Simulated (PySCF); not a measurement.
**Running PySCF for HI**

Input:

```python
from pyscf import gto, scf
from pyscf.prop.polarizability import uhf as pol

mol = gto.M(
    atom='H 0 0 0; I 0 0 1.712',
    basis='jorge-dzp-dkh',
    charge=0,
    spin=0,
    verbose=4,
)
mf = scf.UHF(mol)
mf = mf.sfx2c1e()
mf.kernel()
print('polarizability (a.u.)')
print(pol.Polarizability(mf).polarizability().round(4))
mf.dip_moment()
print('orbital energies (hartree):', [e[max(0, n-3):n+3].round(4) for e, n in zip(mf.mo_energy, mol.nelec)])
```

```bash
$ python input.py
```

It prints (some set-up lines and the per-cycle HOMO/LUMO lines with their warnings removed):

```
PySCF version 2.14.0

[INPUT] verbose = 4
[INPUT] num. atoms = 2
[INPUT] num. electrons = 54
[INPUT] charge = 0
[INPUT] spin (= nelec alpha-beta = 2S) = 0
[INPUT] symmetry False subgroup None
[INPUT] Mole.unit = angstrom
[INPUT] Symbol           X                Y                Z      unit          X                Y                Z       unit  Magmom
[INPUT]  1 H      0.000000000000   0.000000000000   0.000000000000 AA    0.000000000000   0.000000000000   0.000000000000 Bohr   0.0
[INPUT]  2 I      0.000000000000   0.000000000000   1.712000000000 AA    0.000000000000   0.000000000000   3.235211125255 Bohr   0.0

nuclear repulsion = 16.3822384221729
number of shells = 21
number of NR pGTOs = 118
number of NR cGTOs = 53
basis = jorge-dzp-dkh
ecp = {}

******** <class 'pyscf.x2c.sfx2c1e.sfX2C1eUHF'> ********
method = sfX2C1eUHF
initial guess = minao
damping factor = 0
level_shift factor = 0
DIIS = <class 'pyscf.scf.diis.CDIIS'>
diis_start_cycle = 1
diis_space = 8
diis_damp = 0
SCF conv_tol = 1e-09
SCF conv_tol_grad = None
SCF max_cycles = 50
direct_scf = True
direct_scf_tol = 1e-13
number electrons alpha = 27  beta = 27

******** <class 'pyscf.x2c.sfx2c1e.SpinFreeX2CHelper'> ********
approx = 1e
xuncontract = 1
Set gradient conv threshold to 3.16228e-05
init E= -7106.15164673737
cycle= 1 E= -7107.62733437845  delta_E= -1.48  |g|= 0.37  |ddm|=  1.6
cycle= 2 E= -7107.685479276  delta_E= -0.0581  |g|= 0.138  |ddm|= 0.903
cycle= 3 E= -7107.68919404078  delta_E= -0.00371  |g|= 0.0228  |ddm|= 0.163
cycle= 4 E= -7107.68934971501  delta_E= -0.000156  |g|= 0.00593  |ddm|= 0.0285
cycle= 5 E= -7107.68937646753  delta_E= -2.68e-05  |g|= 0.00118  |ddm|= 0.0158
cycle= 6 E= -7107.68937787493  delta_E= -1.41e-06  |g|= 0.000269  |ddm|= 0.00363
cycle= 7 E= -7107.68937805322  delta_E= -1.78e-07  |g|= 0.00018  |ddm|= 0.000939
cycle= 8 E= -7107.68937820059  delta_E= -1.47e-07  |g|= 0.000115  |ddm|= 0.000978
cycle= 9 E= -7107.68937830552  delta_E= -1.05e-07  |g|= 1.79e-05  |ddm|= 0.00157
cycle= 10 E= -7107.68937830748  delta_E= -1.96e-09  |g|= 2.93e-06  |ddm|= 0.000229
cycle= 11 E= -7107.6893783075  delta_E= -1.64e-11  |g|= 5.99e-07  |ddm|= 2.03e-05
Extra cycle  E= -7107.6893783075  delta_E= -1.82e-12  |g|= 2.71e-07  |ddm|= 1.56e-06
converged SCF energy = -7107.6893783075  <S^2> = 3.1334935e-12  2S+1 = 1
polarizability (a.u.)
Isotropic polarizability 15.8399473862
Polarizability anisotropy 17.886506026
[[ 9.8778 -0.     -0.    ]
 [-0.      9.8778 -0.    ]
 [-0.     -0.     27.7643]]
Dipole moment(X, Y, Z, Debye): -0.00000, -0.00000, -0.81380
orbital energies (hartree): [array([-0.5156, -0.3807, -0.3807,  0.0698,  0.2955,  0.3148]), array([-0.5156, -0.3807, -0.3807,  0.0698,  0.2955,  0.3148])]
```

In short: E(SCF) = -7107.689378 Eh, 11 cycles, μz(SCF) = -0.81 D, α(xx, yy, zz) = 9.9, 9.9, 27.8 bohr³.

Wall time 2.1 s on one thread of a shared host.

The bond length is a typed value, not an optimised one. No search for the lowest solution was made.
